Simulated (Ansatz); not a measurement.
`[GaH2][SbH][SeH]`, charge 0, multiplicity 1.

Task: Give a relaxed structure at PBE0-D4/def2-TZVP (Ansatz 0.2.0). (An estimate is asked.)

Result: The calculation gave: 
```xyz
7

Ga   -0.683    1.007   -1.145
Sb    0.054   -1.319   -0.182
Se    1.574   -0.240    1.582
H    -2.011    1.069   -1.985
H     0.199    2.284   -0.911
H    -1.384   -1.293    0.756
H     2.251   -1.508    1.886
```
